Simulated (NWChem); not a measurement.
# CH₂ClF₃Si; SMILES Cl[Si@@H](F)C(F)F

```xyz
8

F     -0.0759     2.2943    -0.6090
C      0.5911     1.2250    -0.1000
F      0.7531     1.4109     1.2298
Si    -0.4491    -0.3444    -0.4315
F     -1.7994    -0.2563     0.4456
Cl     0.6386    -1.9668     0.1759
H      1.5938     1.1938    -0.5684
H     -0.8102    -0.4672    -1.8611
```
Atoms are numbered in this order, from 1.

Computed with NWChem. Pople sets run with spherical d functions. Geometry: optimised at PBE0/def2-SVP. Atomic charges in e: unrestrained fits to the electrostatic potential beside Mulliken populations; buried atoms are poorly determined by the fit.

For level B3LYP/def2-SVP:

```yaml
Mulliken F1: -0.23
Mulliken C2: 0.28
Mulliken F3: -0.22
ESP Si4: 0.52
Mulliken Si4: 0.76
Mulliken F5: -0.31
```

Q: How do the values read with level Hartree-Fock/6-31G* instead?

A: Mulliken F1: -0.43
Mulliken C2: 0.46
Mulliken F3: -0.42
ESP Si4: 0.73
Mulliken Si4: 1.18
Mulliken F5: -0.51
